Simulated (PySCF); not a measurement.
# LuF3, valence singlet (4f shell in the core): computed properties

Computed with PBE0 in PySCF with Lu lcecp-1-TZVP with ECP60, F def2-TZVP; scalar-relativistic core potentials, no spin–orbit coupling; density-fitted integrals.

The structure is a minimum.

```xyz
4
charge 0 multiplicity 1, angstrom
Lu    0.0000    0.0000    0.0000
F    -0.0017    0.0000    1.9714
F     1.7081    0.0000   -0.9843
F    -1.7065    0.0000   -0.9872
```

| Quantity | Value |
| --- | --- |
| Point group | D3h |
| Bond lengths | Lu–F 1.971 Å (×3) |
| Bond angles | F–Lu–F 120.0° (×3) |
| Zero-point energy | 12.3 kJ/mol |
| Lowest empty level | -2.55 eV |
| Rotational constants | 0.1522, 0.1522, 0.0761 cm⁻¹ |
| Heat capacity Cp at 298.15 K | 71.1 J/(mol K) |
| Enthalpy at 298.15 K above 0 K | 16.90 kJ/mol |
| Rotational symmetry number | 6 |
| Highest occupied level | -10.62 eV |
| Entropy at 298.15 K and 1 bar | 321.4 J/(mol K) |
| Principal polarisabilities | 18.3, 28.7, 28.7 bohr³ |
| Principal quadrupole moments (Buckingham, traceless) about the centre of mass | -8.93, -8.93, 17.87 D Å |
| Dipole moment | 0.00 D |

Harmonic modes (masses in u: Lu 174.941, F 18.998):
| symmetry | ω (cm⁻¹) | IR (km/mol, summed over degenerate members) | type |
| --- | --- | --- | --- |
| a2'' | 48 | 82.3 | bend |
| e' | 147 | 36.5 | bend |
| e' | 568 | 359 | stretch |
| a1' | 585 | 0.0 | stretch |

In D3h the vibrations span a2'' + 2e' + a1'. The a1' mode carries no infrared intensity, as symmetry demands.

Charges (e):
| atom | Mulliken | Löwdin | polar tensor | Mayer order to Lu1 |
| --- | --- | --- | --- | --- |
| Lu1 | 1.67 | 1.12 | 2.49 | – |
| F2,3,4 | -0.56 | -0.37 | -0.83 | 0.77 |

Mulliken populations on Lu1 (electrons outside its core potential): s 2.11, p 6.20, d 0.93, f 0.10.

Outer orbital energies (eV). occupied: -11.61, -11.61, -11.19, -11.19, -10.88, -10.79, -10.62, -10.62; empty: -2.55, 0.18, 0.18, 0.24.

Formally Lu is in oxidation state +3, d0. The polar-tensor charge on Lu, 2.49, is below the formal one.

Other isomers or separated fragments may lie lower. The 4f shell sits in the core potential, so its spin is not counted.

The final relaxation and frequency run took roughly 6 core-minutes on a shared host.
